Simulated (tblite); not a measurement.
Compound: C9H15F.
SMILES: `C[C@@H]1C[C@H]2CC[C@]1(F)CC2`

Computed with GFN2-xTB (tblite): harmonic, unscaled wavenumbers at the GFN2-xTB geometry, gas phase. This tight-binding method is rough: wavenumbers can miss measured ones by several per cent, in bad cases by 10 to 20.

Harmonic wavenumbers (cm⁻¹): 71.0, 190.3, 221.6, 249.5, 263.9, 331.6, 340.9, 380.5, 424.0, 465.0, 494.6, 504.8, 543.9, 722.5, 786.8, 842.5, 860.4, 871.9, 916.4, 947.6, 968.2, 981.6, 992.2, 1033.7, 1051.3, 1061.9, 1094.7, 1106.5, 1117.8, 1126.1, 1149.8, 1158.1, 1178.9, 1212.5, 1216.2, 1232.2, 1264.2, 1285.2, 1296.5, 1306.7, 1318.3, 1330.7, 1335.6, 1340.2, 1341.5, 1355.1, 1413.1, 1482.8, 1488.5, 1494.4, 1497.2, 1502.0, 1505.5, 1517.4, 2932.8, 2941.1, 2968.5, 2971.5, 2973.3, 2987.8, 2988.4, 2989.6, 2992.2, 2994.9, 3002.5, 3009.6, 3030.6, 3036.8, 3046.8.

A = 1842, B = 1396, C = 1182 MHz; mass 142.116 u (most abundant isotopes); point group C1, symmetry number 1.

What is the zero-point energy?

½Σν̃ = 49026 cm⁻¹ = 140.17 kcal/mol.

What is S at 298.15 K and 1 bar for an ideal gas of classical rigid rotors and harmonic oscillators?

Translation 40.79, rotation 29.05, vibration 21.30: S = 91.1 cal/(mol K).

And Cp and H(298.15 K) − H(0)?

Cp = 38.82 cal/(mol K), of which vibrations give 30.87 (their classical limit is 69 R = 137.1); H(298.15 K) − H(0) = 6.22 kcal/mol without the zero-point energy, 3.85 from vibrations.

How do the functions run with temperature in this model?

```json
{"T (K)": "50", "S (cal/(mol K))": "56.6", "Cp (cal/(mol K))": "9.9", "H − H(0) (kcal/mol)": "0.43", "G − H(0) (kcal/mol)": "-2.40", "ln q(vib)": "0.15"}
{"T (K)": "100", "S (cal/(mol K))": "64.9", "Cp (cal/(mol K))": "14.7", "H − H(0) (kcal/mol)": "1.04", "G − H(0) (kcal/mol)": "-5.45", "ln q(vib)": "0.63"}
{"T (K)": "373.15", "S (cal/(mol K))": "101.0", "Cp (cal/(mol K))": "49.5", "H − H(0) (kcal/mol)": "9.54", "G − H(0) (kcal/mol)": "-28.15", "ln q(vib)": "5.92"}
{"T (K)": "500", "S (cal/(mol K))": "117.9", "Cp (cal/(mol K))": "66.1", "H − H(0) (kcal/mol)": "16.90", "G − H(0) (kcal/mol)": "-42.04", "ln q(vib)": "9.09"}
{"T (K)": "750", "S (cal/(mol K))": "149.5", "Cp (cal/(mol K))": "89.6", "H − H(0) (kcal/mol)": "36.59", "G − H(0) (kcal/mol)": "-75.52", "ln q(vib)": "15.84"}
{"T (K)": "1000", "S (cal/(mol K))": "177.5", "Cp (cal/(mol K))": "104.9", "H − H(0) (kcal/mol)": "61.03", "G − H(0) (kcal/mol)": "-116.47", "ln q(vib)": "22.62"}
```

q(vib) and H(0) count from the zero-point level.

Blend soft modes into free rotors: weight 1/[1 + (100 cm⁻¹/ν̃)⁴] for the oscillator and the rest for a rotor with moment μB/(μ + B), μ = h/(8π²ν), B = 10⁻⁴⁴ kg m². What vibrational entropy results?

20.58 cal/(mol K) in place of 21.30, which changes −T·S at 298.15 K by +0.21 kcal/mol.

What must be added to the electronic energy to get the Gibbs energy at 298.15 K and 1 bar?

ZPE + [H(298.15 K) − H(0)] − T·S = 140.17 + 6.22 − 27.17 = 119.22 kcal/mol.

Which modes carry the vibrational entropy at 298.15 K?

71.0 cm⁻¹: 4.13; 190.3 cm⁻¹: 2.22; 221.6 cm⁻¹: 1.95; 249.5 cm⁻¹: 1.73; 263.9 cm⁻¹: 1.64; 331.6 cm⁻¹: 1.25 cal/(mol K); the other 63 give 8.38 together.

Hindered rotation and anharmonicity are outside this model. The structure is chiral; the term R ln 2 for an equal mix with its mirror image is left out.

Hardware: one thread of an x86-64 server, on a shared host. The figure is for the frequency step alone.
